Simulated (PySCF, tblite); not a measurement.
Species: C₇H₁₅P.
Structure used (GFN2-xTB), in Å, numbered top down from 1:
```
atom  x, y, z in Å
C1    -0.981    2.944   -0.512
C2    -0.904    1.632   -0.650
P3    -0.666    0.505    0.767
C4    -2.094   -0.629    0.355
C5    -2.189   -1.806    1.315
C6     0.705   -0.512    0.015
C7     2.006    0.279   -0.049
C8     3.134   -0.545   -0.658
H9    -0.901    3.410    0.456
H10   -1.126    3.607   -1.352
H11   -0.984    1.169   -1.630
H12   -1.998   -0.980   -0.678
H13   -3.002   -0.024    0.424
H14   -1.304   -2.436    1.249
H15   -3.060   -2.418    1.085
H16   -2.279   -1.451    2.340
H17    0.846   -1.398    0.641
H18    0.410   -0.844   -0.986
H19    2.285    0.596    0.958
H20    1.850    1.183   -0.645
H21    3.315   -1.441   -0.068
H22    4.054    0.034   -0.695
H23    2.879   -0.849   -1.672
```

Method used: PBE0/pcSseg-1 in PySCF (dipole) on a GFN2-xTB geometry, gas phase.

Take the most abundant isotopes and a rigid rotor. The values belong to one conformer with, in the numbering `[CH2:1]=[CH:2][P:3]([CH2:4][CH3:5])[CH2:6][CH2:7][CH3:8]`, C1–C2–P3–C4 129°, C2–P3–C4–C5 177°, C2–P3–C6–C7 72°, P3–C6–C7–C8 180°.

(1) Give the principal moments of inertia and the rotational constants in GHz.

(2) Classify the top.

(3) What does the inertial defect say?

(4) Give the other two planar moments, Paa and Pbb, and the rms extents of the mass along the axes.

(5) List the rotational levels J(Ka,Kc) to J = 2 (MHz).

(6) Which lines would a microwave search look for?

(7) Estimate the classical rotational partition function at 25 K, 298.15 K and 500 K.

Answers

(1) Ia = 286.98, Ib = 441.95, Ic = 667.79 u·Å²; 505379 MHz·u·Å²/I gives 1761, 1144 and 756.8 MHz, that is A = 1.7610, B = 1.1435, C = 0.7568 GHz.

(2) An asymmetric top: κ = (2 × 1144 − 1761 − 756.8)/(1761 − 756.8) = -0.23.

(3) Not planar: Δ = Ic − Ia − Ib = -61.15 u·Å². For a rigid frame Δ = −2 Σ m c², so Σ m c² = 30.57 u·Å² lies off the ab plane: 13.45 from hydrogen and 17.13 from heavier atoms. The atom farthest from that plane is 1.57 Å away.

(4) Paa = Σ m a² = (Ib + Ic − Ia)/2 = 411.38 and Pbb = Σ m b² = (Ia + Ic − Ib)/2 = 256.41 u·Å². With the mass M = 130.09 u, the rms extents √(P/M) along a, b and c are 1.78, 1.40, 0.48 Å.

(5) Above 0(0,0):
J = 1: 1(0,1) 1900, 1(1,1) 2518, 1(1,0) 2905
J = 2: 2(0,2) 5568, 2(1,2) 5932, 2(1,1) 7092, 2(2,1) 8944, 2(2,0) 9077
Those of J = 1 are B + C, A + C and A + B.

(6) The dipole components are |μa| = 0.18 D, |μb| = 0.11 D, |μc| = 1.09 D. Intensities carry the squares of the components, which stand as 0.03 : 0.01 : 1.00 (a : b : c). Some lines, for components of 0.1 D or more:

| type | branch | J(Ka,Kc) | MHz | lower level (cm⁻¹) |
| --- | --- | --- | --- | --- |
| a | Q | 1(1,0) ← 1(1,1) | 387 | 0.084 |
| b | Q | 1(1,0) ← 1(0,1) | 1004 | 0.063 |
| a | Q | 2(1,1) ← 2(1,2) | 1160 | 0.198 |
| c | Q | 2(2,1) ← 2(1,1) | 1852 | 0.237 |
| b | Q | 3(3,0) ← 3(2,1) | 3572 | 0.508 |
| b | R | 2(1,2) ← 1(0,1) | 4031 | 0.063 |
| b | Q | 3(3,1) ← 3(2,2) | 4127 | 0.489 |
| a | R | 2(1,1) ← 1(1,0) | 4187 | 0.097 |
| a | R | 3(1,3) ← 2(1,2) | 5048 | 0.198 |
| c | R | 2(1,1) ← 1(0,1) | 5192 | 0.063 |
| a | R | 3(2,2) ← 2(2,1) | 5701 | 0.298 |
| b | R | 2(2,1) ← 1(1,0) | 6040 | 0.097 |
| a | R | 3(2,1) ← 2(2,0) | 6154 | 0.303 |
| c | R | 2(2,1) ← 1(1,1) | 6427 | 0.084 |
| b | R | 2(2,0) ← 1(1,1) | 6559 | 0.084 |
| c | R | 3(3,0) ← 2(2,0) | 9726 | 0.303 |
| b | R | 3(3,0) ← 2(2,1) | 9858 | 0.298 |

(7) Point group C1, symmetry number σ = 1; q = (√π/σ)·√((kT/h)³/(ABC)), k/h = 20836.6 MHz/K: 17100 at 25 K, 703000 at 298.15 K, 1530000 at 500 K.

Its GFN2-xTB frequencies are all real (lowest 39 cm⁻¹). No vibrational averaging or centrifugal distortion is included, and the geometry carries the error of its method. A rigid rotor knows nothing of internal rotation, which can split or shift real lines.
